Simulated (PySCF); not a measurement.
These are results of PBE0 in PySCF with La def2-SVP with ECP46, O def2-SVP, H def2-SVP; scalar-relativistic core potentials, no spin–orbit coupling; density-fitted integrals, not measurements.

```xyz
7
charge 0 multiplicity 1, angstrom
La    0.0000    0.0000   -0.1220
O     2.0972   -0.3716    0.3484
O    -0.7267    2.0020    0.3484
O    -1.3704   -1.6304    0.3484
H     2.9702   -0.5263    0.7096
H    -1.0293    2.8354    0.7096
H    -1.9409   -2.3091    0.7096
```

La(OH)₃ (singlet), along the line from La1 (at 0) through O2 (at 2.181 Å). Core electrons replaced by a potential are absent, the electrostatic potential uses the reduced nuclear charge, and values within about 0.7 Å of such atoms have no physical meaning.

Question: Tabulate the fields along this line at -0.76, 0.87, 1.09, 1.31, 1.53, 1.74, 1.96, 2.29, 2.51, 2.73, 2.94, 3.16, 3.38 Å.

Answer: 
```json
{"distance (Å)": "-0.76", "electron density (e/Å³)": "1.82", "electron localisation function": "0.917", "electrostatic potential (V)": "56.1"}
{"distance (Å)": "0.87", "electron density (e/Å³)": "1.22", "electron localisation function": "0.726", "electrostatic potential (V)": "38.3"}
{"distance (Å)": "1.09", "electron density (e/Å³)": "0.632", "electron localisation function": "0.227", "electrostatic potential (V)": "18.4"}
{"distance (Å)": "1.31", "electron density (e/Å³)": "0.663", "electron localisation function": "0.251", "electrostatic potential (V)": "10.6"}
{"distance (Å)": "1.53", "electron density (e/Å³)": "1.52", "electron localisation function": "0.742", "electrostatic potential (V)": "14.1"}
{"distance (Å)": "1.74", "electron density (e/Å³)": "3.81", "electron localisation function": "0.745", "electrostatic potential (V)": "47.5"}
{"distance (Å)": "1.96", "electron density (e/Å³)": "9.61", "electron localisation function": "0.0964", "electrostatic potential (V)": "219"}
{"distance (Å)": "2.29", "electron density (e/Å³)": "86.4", "electron localisation function": "0.938", "electrostatic potential (V)": "638"}
{"distance (Å)": "2.51", "electron density (e/Å³)": "5.35", "electron localisation function": "0.385", "electrostatic potential (V)": "103"}
{"distance (Å)": "2.73", "electron density (e/Å³)": "3.07", "electron localisation function": "0.881", "electrostatic potential (V)": "32.4"}
{"distance (Å)": "2.94", "electron density (e/Å³)": "2.13", "electron localisation function": "0.963", "electrostatic potential (V)": "36.8"}
{"distance (Å)": "3.16", "electron density (e/Å³)": "1.54", "electron localisation function": "0.987", "electrostatic potential (V)": "60"}
{"distance (Å)": "3.38", "electron density (e/Å³)": "0.648", "electron localisation function": "0.976", "electrostatic potential (V)": "23.8"}
```

On a grid of 0.11 Å the density has a local minimum along the bond near 1.20 Å from La, at 0.56 e/Å³, where the ELF is 0.15.
